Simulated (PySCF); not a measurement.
# BeGe⁻ at UHF-SCS-MP2

Level: UHF-SCS-MP2. Be aug-cc-pVDZ-DK, Ge aug-cc-pVDZ-DK; spin-free X2C with a Gaussian nucleus (PySCF 2.14).

| Property | Result |
| --- | --- |
| state | ⁴Σ⁻ (quartet), unpaired electrons σ ↑, π ↑↑ |
| bond length | 2.267 Å |
| harmonic wavenumber | 449 cm⁻¹ |
| force constant | 0.956 mdyn/Å |
| rotational constant Be | 0.4085 cm⁻¹ |
| well depth De to Be + Ge⁻ | 1.19 eV |
| dissociation energy D0 | 1.16 eV |

Correlated steps freeze 9 core orbitals. Correlated levels converge slowly with the basis: in double zeta they bind strong bonds too weakly, by up to about 1 eV, and carry superposition errors of some tenths. Spin–orbit coupling is left out. For an ion De counts to the pair picked by the measured ionisation energies or electron affinities, which need not be the lowest pair at this level. The state was picked by a PBE0 search and need not be the measured ground state.
